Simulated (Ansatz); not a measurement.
The cluster Au2Br⁺, relaxed as a singlet with RKS r2SCAN-D4/def2-TZVP in Ansatz, starting from the GFN1-xTB geometry. Force threshold 0.02 eV/Å.

In the def2 sets Au takes a core potential; there is no spin–orbit coupling. The relaxation made no stability test and no search for a lower SCF solution. The structure comes from a short search, and lower isomers may exist.

Start:

```xyz
3

Au   -1.132    0.998   -0.260
Au    1.510    0.243    0.054
Br   -0.379   -1.242    0.206
```

| step | energy (eV) | largest force component (eV/Å) | SCF passes |
| --- | --- | --- | --- |
| 1 | -77429.2395 | 0.230 | 18 |
| 2 | -77429.2448 | 0.109 | 20 |
| 3 | -77429.2459 | 0.008 | 21 |

Force components are those of the run's own axes.

End:

Cartesian coordinates in Å:
```
Au -1.1582 1.0050 -0.2634
Au 1.5368 0.2353 0.0572
Br -0.3787 -1.2403 0.2062
```

By distances, no bond broke or formed. The bond that changes most is Au2–Br3, from 2.41 to 2.42 Å (atoms count from 1).

No frequencies were taken in this run, so the end may be a saddle point.

Hardware: 4 threads of Intel Xeon Platinum 8259CL on a shared host. Wall time 5.5 s.
